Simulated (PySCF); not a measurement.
CH3F3Si, SMILES FC([SiH2]F)F. Atoms are numbered in the order given.

```xyz
8

F      1.6360     0.9541     0.0000
Si     0.9841    -0.5461     0.0000
C     -0.9349    -0.3922     0.0000
F     -1.3477     0.2956     1.1165
F     -1.3477     0.2956    -1.1165
H      1.4111    -1.2635    -1.2446
H      1.4111    -1.2635     1.2446
H     -1.4543    -1.3840     0.0000
```
Charge 0, spin multiplicity 1.

Geometry: PBE-D3(BJ)/def2-SVP. One conformer was computed; it need not be the lowest.

Two levels are set side by side: PBE/pcSseg-1 (PySCF) and HF/pcSseg-1 (PySCF). GIAO shifts against CFCl3 (¹⁹F), TMS (²⁹Si), TMS (¹H), TMS (¹³C) at the same level; non-relativistic, no solvent, atoms listed together averaged. Differences are taken from unrounded values.

| quantity | PBE |
|---|---|
| δ(¹⁹F) of F1 (ppm) | -265.0 |
| δ(²⁹Si) of Si2 (ppm) | -5.2 |
| δ(¹³C) of C3 (ppm) | 134.7 |
| δ(¹⁹F) of F4, F5 (ppm) | -166.6 |
| δ(¹H) of H6, H7 (ppm) | 5.71 |
| δ(¹H) of H8 (ppm) | 6.71 |

### Question
These are the PBE values. What does HF give? (Estimate from the structure and the level; the computed values follow.)

### Answer

```csv
quantity,HF,PBE minus HF
δ(¹⁹F) of F1 (ppm),-185.4,-79.6
δ(²⁹Si) of Si2 (ppm),-17.8,12.6
δ(¹³C) of C3 (ppm),112.9,21.8
"δ(¹⁹F) of F4, F5 (ppm)",-130.0,-36.7
"δ(¹H) of H6, H7 (ppm)",5.10,0.61
δ(¹H) of H8 (ppm),5.94,0.77
```

Rough cost on one machine, each run with all the roots and properties that it gave: HF against PBE within a factor of 2.
